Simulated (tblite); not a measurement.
C6H7FS.
SMILES with atom numbers: `[F:1][CH2:2][CH2:3][c:4]1[cH:5][cH:6][cH:7][s:8]1` (hydrogens: H9, H10 on C2; H11, H12 on C3; H13 on C5; H14 on C6; H15 on C7)

Computed with GFN2-xTB (tblite), gas phase: Langevin dynamics at 300 K from the optimised GFN2-xTB geometry, time step 0.5 fs, friction 0.01 fs⁻¹, 2000 steps.

Start geometry:
```
atom  x, y, z in Å
F1     -1.957    0.829    1.436
C2     -2.130    0.687    0.082
C3     -1.360   -0.533   -0.426
C4      0.112   -0.330   -0.301
C5      0.912   -0.601    0.763
C6      2.257   -0.216    0.559
C7      2.459    0.347   -0.657
S8      1.011    0.421   -1.582
H9     -3.206    0.577   -0.086
H10    -1.765    1.609   -0.382
H11    -1.659   -1.404    0.162
H12    -1.636   -0.697   -1.468
H13     0.553   -1.060    1.667
H14     3.034   -0.350    1.289
H15     3.368    0.728   -1.078
```

The statistics below take the 31 frames saved every 25 fs from 250 to 1000 fs; their kinetic temperature (all 3N coordinates) averages 314 K.

Problem. Give the mean, spread and extremes of the bond lengths.

Solution. 
| bond | start (Å) | mean (Å) | standard deviation (Å) | shortest (Å) | longest (Å) |
| --- | --- | --- | --- | --- | --- |
| F1–C2 | 1.372 | 1.378 | 0.036 | 1.307 | 1.458 |
| C2–C3 | 1.530 | 1.542 | 0.031 | 1.480 | 1.623 |
| C3–C4 | 1.492 | 1.493 | 0.032 | 1.425 | 1.546 |
| C4–C5 | 1.359 | 1.363 | 0.024 | 1.311 | 1.409 |
| C5–C6 | 1.414 | 1.419 | 0.023 | 1.361 | 1.463 |
| C6–C7 | 1.355 | 1.354 | 0.021 | 1.311 | 1.397 |
| C7–S8 | 1.720 | 1.720 | 0.032 | 1.663 | 1.781 |
| C4–S8 | 1.735 | 1.744 | 0.039 | 1.677 | 1.836 |
| C2–H9 | 1.095 | 1.095 | 0.024 | 1.046 | 1.167 |
| C2–H10 | 1.095 | 1.097 | 0.022 | 1.054 | 1.143 |
| C3–H11 | 1.092 | 1.102 | 0.036 | 1.034 | 1.171 |
| C3–H12 | 1.091 | 1.097 | 0.032 | 1.028 | 1.188 |
| C5–H13 | 1.075 | 1.079 | 0.032 | 1.020 | 1.139 |
| C6–H14 | 1.075 | 1.074 | 0.027 | 1.001 | 1.134 |
| C7–H15 | 1.072 | 1.075 | 0.029 | 1.026 | 1.153 |

Problem. Give the same statistics for bond angles, one of each kind among heavy atoms.

Solution. 
```
   angle  start (°)  mean (°)  standard deviation (°)  smallest (°)  largest (°)
F1–C2–C3      110.3     111.2                     5.0         101.7        121.7
C2–C3–C4      111.1     113.7                     4.1         105.7        124.1
C3–C4–C5      128.2     129.2                     3.8         122.5        137.0
C3–C4–S8      120.6     119.9                     3.1         113.9        125.5
C5–C4–S8      111.1     110.5                     2.0         106.3        114.1
C4–C5–C6      113.1     113.2                     2.0         109.4        117.8
C5–C6–C7      112.6     112.3                     2.3         107.4        118.6
C6–C7–S8      112.0     112.2                     2.6         107.1        117.6
C4–S8–C7       91.2      91.2                     1.8          87.2         94.9
```

Problem. How far does each atom move about its mean position (frames aligned on the start, all atoms weighted alike), and what rms force does it feel?

Solution. 
| atom | rms displacement (Å) | rms force (eV/Å) |
| --- | --- | --- |
| F1 | 0.56 | 1.19 |
| C2 | 0.23 | 1.70 |
| C3 | 0.19 | 1.83 |
| C4 | 0.15 | 1.89 |
| C5 | 0.33 | 1.79 |
| C6 | 0.17 | 1.94 |
| C7 | 0.27 | 1.61 |
| S8 | 0.47 | 1.24 |
| H9 | 0.35 | 0.89 |
| H10 | 0.51 | 0.83 |
| H11 | 0.47 | 1.20 |
| H12 | 0.45 | 1.08 |
| H13 | 0.64 | 1.20 |
| H14 | 0.36 | 1.04 |
| H15 | 0.48 | 1.02 |

The displacements run from 0.15 to 0.64 Å, the largest at H13.

Problem. How widely does the potential energy scatter, against a harmonic estimate?

Solution. Mean 0.51 eV above the start, standard deviation 0.141 eV, range 0.26 to 0.80 eV. For 39 classical harmonic modes at 300 K the canonical values are 39kT/2 = 0.50 eV and kT·√(39/2) = 0.114 eV.

The run is classical and short, so these are rough statistics of one trajectory.

The cost below is that of the whole dynamics run. Time: 27 s; peak memory 0.18 GiB. Hardware: one thread, Intel Xeon Platinum 8259CL at 2.50 GHz (x86_64), shared host.
